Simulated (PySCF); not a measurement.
Te(H)(F), HFTe, SMILES [TeH]F (PBE0/def2-SVP optimised geometry):

```
3

Te    -0.917    -0.833     0.000
H     -1.026     0.833     0.000
F      1.026    -0.833     0.000
```

Level of theory: PBE0/def2-TZVP, def2 effective core potentials past Kr (PySCF).

Problem. What are the frontier orbital energies and the dipole moment?

Solution. HOMO-2 -11.67 eV, HOMO-1 -9.85 eV, HOMO -6.71 eV, LUMO -2.64 eV, LUMO+1 -0.37 eV; dipole moment 2.41 D.
